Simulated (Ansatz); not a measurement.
Input file for CH7BGeO, SMILES `B[O][GeH2][CH3]`:

```yaml
crystal:
  periodic: [false, false, false]
  atoms:
    - {symbol: B, position_ang: [-0.913831, 1.739941, 0.531283]}
    - {symbol: O, position_ang: [-0.076807, 0.961291, 1.225949]}
    - {symbol: Ge, position_ang: [0.704978, -0.579753, 0.705071]}
    - {symbol: C, position_ang: [0.191087, -1.038267, -1.109189]}
    - {symbol: H, position_ang: [-1.246634, 1.458836, -0.595241]}
    - {symbol: H, position_ang: [-1.329004, 2.734970, 1.063091]}
    - {symbol: H, position_ang: [2.211981, -0.313503, 0.843373]}
    - {symbol: H, position_ang: [0.233577, -1.619214, 1.733911]}
    - {symbol: H, position_ang: [0.681844, -1.971970, -1.391457]}
    - {symbol: H, position_ang: [0.496230, -0.256622, -1.804850]}
    - {symbol: H, position_ang: [-0.888119, -1.172607, -1.181539]}
basis:
  gaussian: {orbitals: def2-TZVPP}
correlation: {method: ccsd_t}
```

```sh
$ ansatz run in.yaml --threads 4 --pin off --events-out ev --progress --plain --max-ram 10444MiB
```

Log, shortened:

```
Functional definition: HF
1426 factors; integrals over basis functions are off by at most 1.2e-3 eV
mean field evaluation 1: about -60323.0672 eV, gradient 4.2e1 eV
mean field evaluation 2: about -60323.2228 eV, gradient 4.2e1 eV
mean field evaluation 4: about -60326.9842 eV, gradient 4.5e0 eV
mean field evaluation 8: about -60327.0492 eV, gradient 2.1e-1 eV
mean field -60327.04941823 eV, -2216.9781749773 hartree, gradient 4.1e-6 eV, S^2 0.000000; 0 other end points of the search recorded, 0 dependent functions left out
12 core orbitals not correlated: weight in the atoms' cores, before any rotation towards them, 1.000 or more for the frozen orbitals, at most 0.000 for the correlated occupied ones
reference -60327.04941823 eV, -2216.9781749773 hartree; 17, 17 occupied and 210, 210 virtual orbitals, 1426 factors
second order -21.22432932 eV of doubles, -0.00000000 eV of singles
cycle   1  -21.43944814 eV  change   -2.2e-1 eV  update   1.1e-1
cycle   2  -22.05897423 eV  change   -6.2e-1 eV  update   3.2e-2
cycle   3  -22.18552901 eV  change   -1.3e-1 eV  update   1.7e-2
cycle   4  -22.17062675 eV  change    1.5e-2 eV  update   4.4e-3
cycle   5  -22.17046190 eV  change    1.6e-4 eV  update   2.2e-3
cycle   6  -22.17086872 eV  change   -4.1e-4 eV  update   6.3e-4
cycle   7  -22.17062850 eV  change    2.4e-4 eV  update   2.1e-4
cycle   8  -22.17065363 eV  change   -2.5e-5 eV  update   6.7e-5
cycle   9  -22.17067514 eV  change   -2.2e-5 eV  update   2.1e-5
perturbative correction -0.79998560 eV, -0.0293989286 hartree
Total energy: -60350.02007898 eV, -2217.8223311896 hartree
```

Hardware: 4 threads of an Arm Neoverse V1 on a shared host. Wall time 2.9 min, peak host memory 4.7 GiB.

Correlation energy per correlated electron: -0.676 eV. T1 diagnostic: 0.0125.
